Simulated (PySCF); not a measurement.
C6H8O3Si, SMILES c1coc(c1)[SiH2]C(=O)OC, GFN2-xTB optimised geometry. Atoms within 1.6 Å of the plane z = 1.0 Å (x, y, z in Å): C1 (0.95, -3.59, 1.08), O2 (0.22, -2.38, 0.94), C3 (-0.72, -2.34, -0.02), Si5 (-1.62, -0.64, 0.00), C6 (-0.31, 0.70, 0.00), C7 (1.06, 0.70, 0.00), C8 (1.47, 2.05, 0.00), C9 (0.32, 2.78, 0.00), O10 (-0.75, 1.98, 0.00), H11 (0.28, -4.41, 1.35), H12 (1.68, -3.42, 1.86), H13 (1.44, -3.84, 0.14), H15 (-2.42, -0.58, 1.23), H16 (1.69, -0.17, 0.01), H17 (2.47, 2.42, 0.00), H18 (0.15, 3.84, 0.00).

Computed with PySCF 2.14.0 with PBE0/def2-SVP. Cells within 0.4 Å of a nucleus heavier than hydrogen are left out (blank, or x).

Map of the electrostatic potential (hartree/e), clipped to [-0.08, 0.12] on the plane z = 1.0 Å:

```
|1111112222222222222222222|
|1111111222222222222222222|
|1111111222233322222222222|
|1111111122233332222222222|
|1111111112234432222222222|
|1111111111235532222222222|
|1111111100248842233322222|
|1111111000259845433322222|
|1111111100366569533222222|
|1111111111466555422222222|
|1111122233597575322222222|
|1111123467786486322222222|
|1111125999963234322222222|
|1111229999983112332222222|
|1111227999983001222222222|
|1111223699988301222222222|
|1111223458999972222222222|
|111112234799xx97432222222|
|1111112234799999733222222|
|11111111224699x9943222222|
|1111111111259999843222222|
|1111111111259999533222222|
|1111111111248954332222222|
|1111111111223333322222222|
|1111111111122222222222222|
```
Scale: ten equal steps from -0.028 (start of '0') to 0.120 (end of '9'), in the order '0123456789'; x runs from -6.00 to 6.00, y from -6.00 (bottom) to 6.00 (top).
